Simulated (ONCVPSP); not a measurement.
cobalt (Co), ONCV: configuration errors across variants

```
Element                 : Co
Generator               : ONCVPSP 4.0.1
Type                    : optimised norm-conserving Vanderbilt (ONCV)
Functional              : Wu-Cohen
Relativity              : scalar-relativistic
Frozen core             : [Ne]
Valence charge          : 17
Reference configuration : 3s2 3p6 3d7 (charge +2)
Partial waves           : 3s: rc 1.05 bohr, ncon 5, nbas 9, qcut 14.8 1/bohr, 2 projectors, debl 0.9 Ha; 3p: rc 1.15 bohr, ncon 4, nbas 9, qcut 15 1/bohr, 2 projectors, debl 1.3 Ha; 3d: rc 1.25 bohr, ncon 3, nbas 8, qcut 11.2 1/bohr, 3 projectors, debl 1.7 Ha
Local potential         : polynomial inside 0.75 bohr (lpopt 4, dvloc0 -1 Ha)
Core correction         : Teter function, fcfact 5, rcfact 1.3
```

In the s channel the program set the typed energies aside and used -4.455, 0.250 Ha. In the p channel the program set the typed energies aside and used -3.110, 0.250 Ha.

All-electron excitation energies from the reference (eV): (1) 3s2 3p6 3d7 4s2 -25.743; (2) 3s2 3p6 3d7 4s1 -16.680; (3) 3s2 3p6 3d6 35.872; (4) 3s2 3p6 3d7 4p2 -16.667.

A true bound ghost makes a file unfit for plane-wave use even where its test errors are small: the radial tests pick states by their node count and pass the ghost by.

Errors AE − PS in meV (a dash: test not solved or not reliable):

| change | (1) | (2) | (3) | (4) | bound ghosts | GHOST(+) flags above zero |
| --- | --- | --- | --- | --- | --- | --- |
| base | +8.3 | +3.5 | +29 | +2.9 | none | none |
| s: qcut 10.8; p: qcut 10.9; d: qcut 8.2 | +12 | +4.6 | +46 | +4.2 | d | d |
| s: nproj 1 | +131 | +84 | +29 | +2.9 | none | none |
| core correction Teter function, fcfact 7.8, rcfact 1.3 | +8.3 | +3.5 | +29 | +2.9 | none | none |

**Question.** Give the same row for: d: rc 1.06.

**Answer.** +5.9, +2.6, +9.7, +2.7; bound ghosts: none; GHOST(+) flags above zero: none.
